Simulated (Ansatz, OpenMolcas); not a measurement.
## Worked example: the enthalpy of formation of GeH3Br (SMILES [GeH3][Br])

The species is GeH3Br (5 atoms), meant as a singlet with charge 0. SMILES: `[GeH3][Br]`. The coordinates come from a PBE0-D4/def2-TZVP relaxation.

Total energies at HF/3-21G (OpenMolcas 26.06); the atoms run unrestricted:

```tsv
species	state	energy (Eh)
GeH3Br	singlet	-4627.138946
Ge	triplet	-2065.291667
Br	doublet	-2560.035232
H	doublet	-0.496199
```

Harmonic wavenumbers at PBE0-D4/def2-TZVP, in cm⁻¹: 309, 572, 572, 833, 870, 870, 2177, 2189, 2189.

Measured heats of formation of the gaseous atoms at 298.15 K, in kJ/mol: Ge 372.0, Br 111.9, H 218.0. Spin-orbit lowering of the atoms at 298 K (mean of the ground term's levels less their thermal mean, from spectra), in kJ/mol: Ge 10.39, Br 14.69. Take 1 Eh = 2625.50 kJ/mol, 1 cm⁻¹ = 0.0119627 kJ/mol, RT = 2.479 kJ/mol.

**Question.** What heat of formation follows?

**Answer.** 
1. Electronic atomisation energy: (-2065.291667) + (-2560.035232) + 3 × (-0.496199) − (-4627.138946) = 0.323450 Eh = 849.2 kJ/mol.
2. Zero-point energy: half the sum of the wavenumbers, 5290.5 cm⁻¹ = 63.3 kJ/mol.
3. Thermal vibrational enthalpy, Σ hcν̃/(exp(hcν̃/kT) − 1): 2.5 kJ/mol. Translation, rotation and pV of a non-linear molecule: 4 RT = 9.9 kJ/mol.
4. The 5 free atoms carry 5/2 RT each: 31.0 kJ/mol.
5. Spin-orbit coupling lowers the free atoms by 10.39 + 14.69 = 25.1 kJ/mol.
6. Atomisation enthalpy at 298 K: 849.2 − 25.1 − 63.3 − 2.5 − 9.9 + 31.0 = 779.4 kJ/mol.
7. Sum of the atoms' heats of formation: 1137.9 kJ/mol. Heat of formation: 1137.9 − 779.4 = +358.5 kJ/mol.

No measured value is set beside it here. Hartree–Fock leaves out correlation, which is larger in the molecule than in the atoms, so it underbinds and puts the heat of formation too high. Relativity is left out. Anharmonicity and any spin-orbit splitting of the molecule are left out.
